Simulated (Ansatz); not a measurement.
`F[SiH2][InH2]` → `[F][InH2]` + `[SiH2]` at 298.15 K and 1 bar (silylene formation by 1,1-elimination).

Isolated molecules relaxed with PBE0-D4/def2-TZVP in Ansatz; ΔE leaves out vibrations. CBS: MP2 limit from def2 TZ/QZ plus the TZ coupled-cluster correction, frozen cores. This one scheme is used for every species. def2 core potentials past Kr. For In outer-core shells are correlated without core-valence functions, which leaves a few kJ/mol of doubt a bond.

```
        species  CCSD(T)/CBS energy (Eh)  H − E (kJ/mol)  S (J/(mol·K))
`F[SiH2][InH2]`               -581.11562           100.5          335.9
    `[F][InH2]`               -290.81142            47.3          264.9
       `[SiH2]`               -290.19011            40.6          207.5
```

H − E and S are ideal-gas, rigid-rotor, harmonic terms from PBE0-D4/def2-TZVP. 1 Eh = 2625.50 kJ/mol, R = 8.31446 J/(mol·K).

Task: By hand: ΔE, ΔH, ΔS and ΔG.

Result: ΔE = (-290.81142) + (-290.19011) − (-581.11562) = 0.11409 Eh = 299.5 kJ/mol. Δ(H − E) = 47.3 + 40.6 − 100.5 = -12.6, so ΔH = 286.9 kJ/mol. ΔS = 264.9 + 207.5 − 335.9 = 136.5 J/(mol·K). ΔG = 286.9 − 298.15 × (136.5)/1000 = 246.2 kJ/mol.

Task: By hand: the equilibrium constant, and the temperature at which ΔG would vanish if ΔH and ΔS stayed fixed.

Result: log₁₀ K = −ΔG/(RT ln 10) = -43.1. ΔG = 0 at ΔH/ΔS = 2102 K.

The number of gas molecules changes by +1, which sets the sign of ΔS. A doubt of 5 kJ/mol in ΔE shifts log₁₀ K by 0.9 here. These are equilibria of isolated gas molecules and say nothing of rates. Largest T1 diagnostic: 0.016 (customary marks: 0.02 for closed shells, 0.045 for open ones).
